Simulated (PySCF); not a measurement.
Species: `BCBCCC`. The columns A, B, C and D hold Mulliken, IAO, Hirshfeld and ESP-fitted charges (e) of one PBE0/pcSseg-1 density (PySCF), in a shuffled order. Coordinates in Å (PBE0-D3(BJ)/def2-SVP); the density's dipole moment is (0.48, -0.08, -0.68) D.

```csv
atom,x,y,z,A,B,C,D
B1,-2.499,0.174,0.954,+0.326,+0.155,+0.103,+0.069
C2,-2.054,0.700,-0.436,-0.301,-0.206,-0.602,-0.539
B3,-0.860,1.677,-0.127,+0.324,+0.182,+0.297,+0.209
C4,0.644,1.248,-0.124,-0.254,-0.137,-0.470,-0.399
C5,1.023,-0.162,-0.557,+0.318,-0.064,-0.294,-0.237
C6,2.508,-0.464,-0.426,-0.552,-0.115,-0.262,-0.405
H7,-2.046,-0.858,1.399,-0.133,-0.062,+0.004,+0.004
H8,-3.264,0.810,1.644,-0.136,-0.060,+0.015,+0.007
H9,-2.865,1.301,-0.879,+0.080,+0.052,+0.163,+0.175
H10,-1.715,-0.119,-1.089,+0.035,+0.044,+0.155,+0.157
H11,-1.118,2.824,0.179,-0.150,-0.064,+0.031,0.000
H12,0.974,1.433,0.923,+0.068,+0.048,+0.137,+0.156
H13,1.218,2.008,-0.690,+0.050,+0.044,+0.138,+0.151
H14,0.711,-0.317,-1.605,-0.027,+0.035,+0.121,+0.124
H15,0.446,-0.895,0.033,-0.028,+0.035,+0.130,+0.127
H16,3.112,0.231,-1.033,+0.130,+0.036,+0.109,+0.131
H17,2.844,-0.360,0.619,+0.127,+0.036,+0.109,+0.131
H18,2.749,-1.487,-0.752,+0.125,+0.039,+0.116,+0.137
```

**Question.** Which column most likely holds the ESP-fitted charges?

**Answer.** A. Σ q r misses the density's dipole by 0.04 D (A), 0.44 D (B), 0.86 D (D), 1.26 D (C). Charges fitted to the outside potential are the only set here that is tied to the molecule's multipoles.

**Question.** And the Hirshfeld charges?

**Answer.** B. The mean sizes are 0.079 e (B), 0.175 e (D), 0.176 e (A), 0.181 e (C), and Hirshfeld charges are commonly the smallest of these schemes.

As computed, A = ESP-fitted, B = Hirshfeld, C = Mulliken, D = IAO. Hydrogens on carbon: ESP-fitted -0.03 to +0.13, Hirshfeld +0.03 to +0.05, Mulliken +0.11 to +0.16, IAO +0.12 to +0.18 e.

The Mulliken scheme gives each basis function's population to the atom it is centred on and halves the overlap population of two atoms between them. The ESP scheme fits charges at the nuclei, held to the total charge, to the electrostatic potential on points at 1.4 to 2.0 times the van der Waals radii.

Geometry: PBE0-D3(BJ)/def2-SVP, one conformer, isolated molecule.

The values belong to the conformer `[BH2:1][CH2:2][BH:3][CH2:4][CH2:5][CH3:6]`: B1–C2–B3–C4 93°, C2–B3–C4–C5 6°, B3–C4–C5–C6 -177°.
